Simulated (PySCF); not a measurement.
Working with the constants of BeSe

RHF-CCSD(T) constants of BeSe, ¹Σ⁺ (singlet), closed shell (basis Be aug-cc-pVDZ, Se aug-cc-pVDZ-PP with ECP10; scalar-relativistic core potentials; PySCF 2.14; masses 9.0122 and 79.9165 u):

| Quantity | Value |
| --- | --- |
| ωe | 823.6 cm⁻¹ |
| ωexe | 4.44 cm⁻¹ |
| Be | 0.57768 cm⁻¹ |
| αe | 0.00433 cm⁻¹ |
| D (centrifugal) | 1.14e-06 cm⁻¹ |
| De to Be + Se | 2.37 eV |

Question: Give the band origin of the fundamental and the first lines of its P and R branches.

Answer: ν0 = ωe − 2ωexe = 814.7 cm⁻¹, B0 = 0.57551, B1 = 0.57118 cm⁻¹.

```tsv
J″	P(J″) − ν0	R(J″) − ν0
0		1.142
1	-1.151	2.276
2	-2.311	3.401
3	-3.479	4.517
4	-4.656	5.625
5	-5.841	6.723
6	-7.035	7.813
```

Question: Near which J would the R branch turn back, without centrifugal distortion?

Answer: At J ≈ (B0 + B1)/(2(B0 − B1)) − 1 ≈ 130.

Correlated steps freeze 4 core orbitals. Correlated levels converge slowly with the basis: in double zeta they bind strong bonds too weakly, by up to about 1 eV, and carry superposition errors of some tenths. Where the molecule has an RHF reference, its open-shell atoms are computed with UHF.
